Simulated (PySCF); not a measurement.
Gas-phase reaction: GaHCl2 + NH = GaCl2NH2

Energies from PySCF (xtb for GFN2), thermal terms from the rigid-rotor harmonic-oscillator model, ideal gas at 1 bar. † marks an energy on the PBE0/def2-TZVP geometry and frequencies; other levels use their own. CCSD(T) freezes the core. 6-31G* has spherical d functions here. Open shells (unrestricted): NH (multiplicity 3); the rest are closed-shell singlets. GFN2 has no spin-polarisation term. Ga: all electrons, no relativistic terms. GaHCl2, GaCl2NH2: computed as isolated molecules; such fragments, hydroxides, amides, oligomers or adducts are transient or little studied in the gas. CCSD(T) isn't extrapolated to the basis-set limit; its ΔH°(298 K) is -398.0 kJ in def2-SVP and -419.2 kJ in def2-TZVPP. The harmonic model lacks anharmonicity and excited electronic states, which grow with temperature; levels with a mode under 35 cm⁻¹ are left out. Soft modes under 120 cm⁻¹ make the harmonic entropy rough for GaCl2NH2. Warning, point group unlike the PBE0 one: GaCl2NH2 (GFN2-xTB, PBE/def2-SVP).

```csv
level,"ΔE electronic, kJ","ΔH°(298 K), kJ","ΔS°(298 K), J/K","ΔG°(2000 K), kJ"
CCSD(T)/def2-TZVPP†,-445,-419,-133,-159
GFN2-xTB,-629,-607,-134,-345
HF/6-31G*,-259,-232,-145,54
PBE/def2-SVP,-465,-440,-136,-173
PBE0/def2-SVP†,-449,-423,-133,-163
ωB97M-V/def2-TZVP†,-455,-429,-133,-169
```
ΔH° is lowest at GFN2-xTB and highest at HF/6-31G*. No reference value is set beside these.
